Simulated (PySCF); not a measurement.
Species: B2F2H5P.
SMILES: `FB(F)[BH2-][PH3+]`

Jobs on this species (10 atoms, 48 electrons) with PySCF (density fitting). Hardware of each: one thread of an Arm Neoverse V1 (shared host). The host was shared with other jobs, so the times are rough. Peak memory is the resident size of the whole Python process, interpreter and libraries included.

```json
{"level and settings": "delta-SCF UKS SCAN, def2-TZVP on the ionised atom, pcseg-1 elsewhere, spin-free X2C", "work": "ΔSCF core ionisation, 5 holes", "basis functions": "118", "SCF cycles": "?", "wall time": "?", "peak memory": "?"}
{"level and settings": "PBE0-D3(BJ)/def2-SVP, grid level 1", "work": "geometry optimisation from a GFN2-xTB start shaken at random", "basis functions": "99", "SCF cycles": "?", "wall time": "?", "peak memory": "?"}
{"level and settings": "delta-SCF UKS PBE0, pcX-2 on the ionised atom, pcseg-1 elsewhere, spin-free X2C", "work": "ΔSCF core ionisation, 5 holes", "basis functions": "141", "SCF cycles": "68", "wall time": "25 s", "peak memory": "0.56 GiB"}
{"level and settings": "delta-SCF UKS B3LYP, pcX-2 on the ionised atom, pcseg-1 elsewhere, spin-free X2C", "work": "ΔSCF core ionisation, 5 holes", "basis functions": "141", "SCF cycles": "69", "wall time": "26 s", "peak memory": "0.50 GiB"}
{"level and settings": "delta-SCF UKS HF, pcX-2 on the ionised atom, pcseg-1 elsewhere, spin-free X2C", "work": "ΔSCF core ionisation, 5 holes", "basis functions": "141", "SCF cycles": "65", "wall time": "14 s", "peak memory": "0.49 GiB"}
{"level and settings": "delta-SCF UKS SCAN, pcX-2 on the ionised atom, pcseg-1 elsewhere, non-relativistic", "work": "ΔSCF core ionisation, 5 holes", "basis functions": "141", "SCF cycles": "79", "wall time": "23 s", "peak memory": "0.46 GiB"}
{"level and settings": "delta-SCF UKS SCAN, pcX-2 on the ionised atom, pcseg-1 elsewhere, spin-free X2C", "work": "ΔSCF core ionisation, 5 holes", "basis functions": "141", "SCF cycles": "79", "wall time": "23 s", "peak memory": "0.53 GiB"}
{"level and settings": "delta-SCF UKS PBE, pcX-2 on the ionised atom, pcseg-1 elsewhere, spin-free X2C", "work": "ΔSCF core ionisation, 5 holes", "basis functions": "141", "SCF cycles": "76", "wall time": "14 s", "peak memory": "0.52 GiB"}
{"level and settings": "delta-SCF UKS SCAN, pcX-1 on the ionised atom, pcseg-1 elsewhere, spin-free X2C", "work": "ΔSCF core ionisation, 5 holes", "basis functions": "121", "SCF cycles": "75", "wall time": "18 s", "peak memory": "0.37 GiB"}
```

Fill in the missing figures.

- delta-SCF UKS SCAN, def2-TZVP on the ionised atom, pcseg-1 elsewhere, spin-free X2C; ΔSCF core ionisation, 5 holes: 21 s, 0.38 GiB, 74 SCF cycles
- PBE0-D3(BJ)/def2-SVP, grid level 1; geometry optimisation from a GFN2-xTB start shaken at random: 34 s, 0.41 GiB, 63 SCF cycles

What do all jobs in the table cost together?

About 3.3 min; the longest takes about 17 % of that, and about 2.4 times as long as the shortest.
